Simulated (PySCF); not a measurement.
Exercise with solution: entropy of an ideal gas

YOF, SMILES [F][Y]=[O].

Geometry: PBE0-D3(BJ)/def2-TZVP. The def2 effective core potentials stand for the cores of Y; spin–orbit coupling is left out.

PBE0-D3(BJ)/def2-TZVP run with PySCF 2.14.0 gives the harmonic wavenumbers 179, 550, 861 cm⁻¹ and the rotational temperatures 0.9328, 0.2602, 0.2034 K. The molar mass is 123.90 g/mol, the symmetry number 1, the spin multiplicity 1.

Question: Work out the entropy at 298.15 K and 1 atm in the rigid-rotor, harmonic-oscillator model.

Answer: 
Translation (Sackur–Tetrode at 1 atm): S = R[1.5 ln M + 2.5 ln T − 1.16487] = 168.9 J/(mol K).
Rotation: q = (√π/σ) T^1.5/√(θA θB θC) = 41100, S = R[ln q + 3/2] = 100.8 J/(mol K).
Vibration: with u = 1.4388 ν/T, each mode gives R[u/(e^u − 1) − ln(1 − e^−u)]:
| ν (cm⁻¹) | modes | u | S (J/(mol K)) |
|---|---|---|---|
| 179 | 1 | 0.86 | 9.79 |
| 550 | 1 | 2.65 | 2.28 |
| 861 | 1 | 4.15 | 0.68 |
These are all the modes. Sum 12.7 J/(mol K).
Spin: R ln 1 = 0.0 J/(mol K).
Total 282.4 J/(mol K); the program's own thermochemistry gives 282.4. Translation makes up 60 % and vibration 5 %. Anharmonicity, hindered rotation and orbital degeneracy are left out.
